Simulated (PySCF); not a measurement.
Checking a proposed structure

A compound C$_{4}$H$_{9}$PSi gives the data below (simulated from a calculation) and was assigned the structure `CCC#C[SiH2]P`.

¹³C{¹H} NMR (computed): δ 218.2 (C), 1.4 (CH3, 3C).

¹H NMR (500 MHz, computed): δ 0.22 (s, 9H).

- σ from GIAO-PBE0/pcSseg-1
- GFN2-xTB geometry
- code: PySCF 2.14.0 with density-fitted response routines
- no solvent, averaged over atoms made equivalent by symmetry, fast rotation or ring inversion, relativity neglected, one conformer

δ = σ(ref) − σ, references computed at the same level: TMS for ¹H, ¹³C.

Task: Compare with the shifts computed for the proposed structure, pairing carbons in order of shift.

Result: Structure with atom numbers: `[CH3:1][CH2:2][C:3]#[C:4][SiH2:5][PH2:6]` (H(Xn): hydrogen on atom n).

| atom | computed for proposal | given list | difference |
| --- | --- | --- | --- |
| C3 | 122.2 | 218.2 | -96.0 |
| C4 | 83.5 | 1.4 | +82.1 |
| C2 | 16.8 | 1.4 | +15.4 |
| C1 | 16.3 | 1.4 | +14.9 |

The rms difference is 64.0 ppm and the largest -96.0 ppm at C3 (alkyne carbon). The proposal also would give 4 carbon signals, not 2. The carbon types in order of shift don't match either: C, C, CH2, CH3 for the proposal against C, CH3, CH3, CH3 in the data. The proposal doesn't fit.

Task: Which isomer fits?

Result: SMILES [Si](C)(C)(C)C#P.

δC 218.2: carbon bonded to P, Si. δC 1.4: methyl carbon bonded to Si; an electropositive neighbour leaves it electron-rich and shielded. δH 0.22: hydrogen on a methyl carbon bonded to Si; an electropositive neighbour shields it, as in TMS itself.

This is the structure that produced the data.

Splittings by ³¹P in the carbon and heteronuclear signals aren't shown, as no couplings were computed. Shifts are as computed. Against solution values, carbons near 30 ppm lie about +3 ppm off and those near 130 ppm about +5 ppm. Of 1211 compounds with measured shifts, 218 miss one by over three times the rms of a fit or turn the order of signals round; such compounds aren't used in these exercises.
